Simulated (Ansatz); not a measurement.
System: CH4B (charge -1, singlet). It need not be the lowest isomer of its formula. Whether it binds its extra electron was not tested at this geometry. 
Geometry from a B3LYP-D3(BJ)/def2-TZVP (Ansatz, a quantum-chemistry and plane-wave program) optimisation:
```
B
C 1 1.4506
H 2 1.0927 1 123.77
H 2 1.0927 3 112.46 1 -180.00
H 1 1.2222 2 122.31 3 0.00
H 1 1.2222 5 115.38 2 -180.00
```
Charge -1, spin multiplicity 1.

Basis-set convergence of Hartree-Fock and MP2 correlation energies (hartree) with Ansatz. Valence correlation only, unless marked. No spin-orbit coupling. Non-relativistic.

```tsv
basis	functions	E(HF)	E(corr, MP2)
aug-cc-pVDZ	82	-64.84123	-0.26472
aug-cc-pVTZ	184	(withheld)	(withheld)
```

Problem. Fill in the missing entries.

Solution. 
- aug-cc-pVTZ, E(HF): -64.85841
- aug-cc-pVTZ, E(corr, MP2): -0.31291
